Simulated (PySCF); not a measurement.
Se(Cl)(Et) (C2H5ClSe), SMILES Cl[Se]CC.

Geometry: ωB97X-D3(BJ)/def2-SVP. Other conformers were not sampled.

Level of theory: ωB97X/def2-TZVP run with PySCF.

The molecule is in vacuum.

**Question.** Estimate the frontier levels, gap, dipole moment and polarisability. (The exact figures need the calculation; the answer reports its results.)

**Answer.** 
```yaml
highest_occupied_level: -8.85 eV
lowest_empty_level: 0.24 eV
orbital_gap: 9.09 eV
dipole_moment: 2.45 D
quadrupole, principal values (traceless, Buckingham form, about the centre of nuclear charge): -3.06, 0.53, 2.54 D·Å
mean_static_polarisability: 61.9 bohr³ (9.18 Å³)
polarisability_principal_values: 48.0, 63.5, 74.4 bohr³
```
